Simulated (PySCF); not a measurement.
PySCF job for C2H8GeOSi, SMILES C[Si@H]1O[CH2][GeH2]1, C-PCM-ωB97X/def2-SVP. Geometry optimised at r2SCAN-D4/def2-SVP. The structure was generated by enumeration; whether it is a known compound was not checked.

```python
import numpy as np
from pyscf import gto, scf, dft
from pyscf.solvent import pcm

mol = gto.M(
    atom='''
    C     2.60078454   -0.56648571   -0.43133958
    Si    1.14401926    0.17842845    0.47025714
    O     0.50922619    1.53445692   -0.33156916
    C    -0.88941396    1.30239058   -0.58593974
    Ge   -1.08012704   -0.58106727    0.11141042
    H     2.96640178   -1.46249785    0.09660199
    H     2.33536739   -0.85078418   -1.46097089
    H     3.43056120    0.15855678   -0.47686606
    H     1.55535926    0.50162940    1.87375466
    H    -1.10163841    1.41034927   -1.66373570
    H    -1.50847888    2.03438478   -0.03776738
    H    -1.37761117   -1.62773717   -0.97786456
    H    -2.09419834   -0.75883137    1.25434386
    ''',
    basis='def2-SVP',
    charge=0,
    spin=0,
    max_memory=1600,
    verbose=3,
)
mf = dft.RKS(mol, xc='wb97x').density_fit(auxbasis='def2-universal-jkfit')
mf.grids.level = 3
mf.conv_tol = 1e-9
mf.max_cycle = 100
mf.kernel()
res = {}
for name, eps in {'water': 78.355, 'acetonitrile': 35.688, 'chloroform': 4.7113}.items():
    s = mf.PCM()
    s.with_solvent.method, s.with_solvent.eps, s.with_solvent.lebedev_order = 'C-PCM', eps, 17
    s.kernel(mf.make_rdm1())
    res[name] = (s.e_tot, eps, s.dip_moment(), s.mo_energy, s.converged)
    print(f'{name}: electrostatic solvation free energy {(s.e_tot - mf.e_tot) * 627.509474:.3f} kcal/mol')
```

It prints:

```
converged SCF energy = -2522.28546227647

WARN: PCM is an experimental feature. It is still in testing.
Features and APIs may be changed in the future.

converged SCF energy = -2522.29008898833
Dipole moment(X, Y, Z, Debye): -0.16029, -1.75075, -0.08623
water: electrostatic solvation free energy -2.903 kcal/mol

WARN: PCM is an experimental feature. It is still in testing.
Features and APIs may be changed in the future.

converged SCF energy = -2522.29000894009
Dipole moment(X, Y, Z, Debye): -0.15804, -1.74187, -0.08571
acetonitrile: electrostatic solvation free energy -2.853 kcal/mol

WARN: PCM is an experimental feature. It is still in testing.
Features and APIs may be changed in the future.

converged SCF energy = -2522.28906690045
Dipole moment(X, Y, Z, Debye): -0.13322, -1.64158, -0.08014
chloroform: electrostatic solvation free energy -2.262 kcal/mol
```

The calculation finished and met its thresholds.

Cost: about 80 core-seconds (a rough figure).
